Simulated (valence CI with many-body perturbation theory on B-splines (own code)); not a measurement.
**Sn³⁶⁺: key properties**

Computed by configuration interaction combined with many-body perturbation theory (CI+MBPT): four valence electrons over a frozen Dirac-Fock core [Ne], a basis of 9 s, 9 p, 8 d, 6 f, 3 g, 1 h functions for each j, with the one-electron correlation potential Σ1, the two-electron term Σ2, the three-electron term Σ3, Breit, model QED; selected CI, second order for the rest, scaled by the run's own slope (own B-spline code, finite nucleus).

The last digits are not significant, and no measured levels were compared; by estimate large intervals hold to a few tenths of a per cent, small ones and those within an open d or f shell to about a per cent.

Levels are named by their leading jj configuration (3d3/2^4 stands for four electrons in 3d with j = 3/2), which in mixed levels can hold well under half, so a name can repeat and another be missing.

Rates and lifetimes use the calculated energies. Strong lines usually hold to 10 to 20 %, long lifetimes can be off by a factor of two.

Problem. What is the ground level?

Solution. (3s^2 3p1/2^2) J=0, composition 74 % 3s2 3p2 3P + 25 % 3s2 3p2 1S.

Problem. Name the longest-lived excited levels whose lifetime is computed, and their main decay.

Solution. (3s^2 3p1/2 3p3/2) J=2 at 449960 cm⁻¹ lives 310 μs, mostly by E2 to (3s^2 3p1/2^2) J=0; (3s^2 3p3/2 3d5/2) J=4 at 2043800 cm⁻¹ lives 1.32 μs, mostly by M1 to (3s^2 3p1/2 3d5/2) J=3; (3s^2 3p1/2 3p3/2) J=1 at 403560 cm⁻¹ lives 1.14 μs, mostly by M1 to (3s^2 3p1/2^2) J=0.

Problem. What is the ionisation energy?

Solution. 2440.8 eV; NIST lists 2443 ± 5 eV (semi-empirical).

Problem. Among levels below 2485400 cm⁻¹, which E1 lines absorb most strongly from the ground level?

Solution. to (3s^2 3p1/2 3d3/2) J=1 at 6.041 nm, f = 0.569; to (3s 3p1/2^2 3p3/2) J=1 at 7.841 nm, f = 0.141; to (3s 3p1/2 3p3/2^2) J=1 at 5.749 nm, f = 0.100.

Problem. How well does LS coupling describe the low levels?

Solution. Among the lowest 20 levels the leading LS term, summed over configurations, holds 62 % on average. For single configurations the figures are 57 % in LS and 80 % in jj coupling. Terms mix most in the J = 2 level at 1696400 cm⁻¹, where the leading one holds 31 %.

Problem. What are the static dipole polarisabilities of the lowest levels?

Solution. (3s^2 3p1/2^2) J=0 0.0170; (3s^2 3p1/2 3p3/2) J=1 0.0189 (tensor 0.00083); (3s^2 3p1/2 3p3/2) J=2 0.0188 (tensor 0.0013) bohr³, of which the core gives 0.000268.

Problem. Where does the other parity begin?

Solution. At (3s 3p1/2^2 3p3/2) J=2, 1129200 cm⁻¹.
